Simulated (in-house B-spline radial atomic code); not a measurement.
Orbital energies and mean radii along the 19-electron series, configuration [Ar] 3d1. The effective charge is n√(-2ε), a non-relativistic measure. Computed with an all-electron radial atomic-structure program (B-spline basis): non-relativistic Hartree-Fock, average of the configuration, point nuclei.

This level leaves out relativity, spin-orbit splitting included, which matters for heavy ions.

```csv
ion,Z,energy of 1s (Eh),mean radius of 1s (bohr),energy of 2s (Eh),mean radius of 2s (bohr),effective charge of 1s
Ce39+,58,-1502.52,0.026179,-301.84,0.11073,54.818
Pr40+,59,?,?,?,?,?
Nd41+,60,-1613.77,0.025297,-326.88,0.10679,56.811
Pm42+,61,?,?,?,?,?
Sm43+,62,-1729.02,0.024472,-352.92,0.10313,58.805
Eu44+,63,-1788.14,0.02408,-366.32,0.10139,59.802
Gd45+,64,-1848.27,0.023699,-379.96,0.09971,60.799
Tb46+,65,-1909.39,0.023331,-393.86,0.098083,61.796
Dy47+,66,-1971.51,0.022974,-408,0.096509,62.794
```

(1) Fill in the row of Pr40+.

(2) Fill in the row of Pm42+.

(3) How does the screening of 1s change?

Results:

(1) energy of 1s (Eh): -1557.65; mean radius of 1s (bohr): 0.02573; energy of 2s (Eh): -314.24; mean radius of 2s (bohr): 0.10873; effective charge of 1s: 55.815.

(2) energy of 1s (Eh): -1670.89; mean radius of 1s (bohr): 0.024878; energy of 2s (Eh): -339.78; mean radius of 2s (bohr): 0.10493; effective charge of 1s: 57.808.

(3) Z less the effective charge goes from 3.18 at Z = 58 to 3.21 at Z = 66.
